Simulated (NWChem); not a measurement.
Species: C$_{2}$H$_{7}$FOSi; SMILES C([SiH2]OC)F

```xyz
12

C      0.7409     2.3316     0.2137
O     -0.1231     1.4952    -0.5023
Si    -0.6926     0.0157     0.0020
C      0.6338    -1.3318    -0.1897
F      0.0923    -2.5310     0.2378
H      0.4560     2.4156     1.2792
H      1.7888     1.9820     0.1684
H      0.7057     3.3405    -0.2256
H     -1.8546    -0.3203    -0.8624
H     -1.0996     0.0730     1.4414
H      0.9550    -1.4329    -1.2420
H      1.5379    -1.1121     0.4067
```
Atoms are numbered in this order, from 1.

All runs use the structure optimised with PBE0/def2-SVP. No frequency run checked for a minimum.

Task: Give the principal values of the shielding tensors (ppm) of C1, O2, Si3, C4, F5 from LDA (Slater exchange, VWN5)/pcSseg-1, GIAO (NWChem), with their diamagnetic and paramagnetic parts as GIAO splits them.

Result: 
```tsv
atom	σ11	σ22	σ33	isotropic	diamagnetic	paramagnetic
C1	90.4	94.8	183.1	122.8	247.3	-124.6
O2	259.3	355.7	372.1	329.0	396.1	-67.1
Si3	275.8	312.1	403.6	330.5	881.8	-551.3
C4	54.5	69.0	184.4	102.6	250.6	-147.9
F5	434.8	488.7	546.9	490.1	472.6	17.5
```
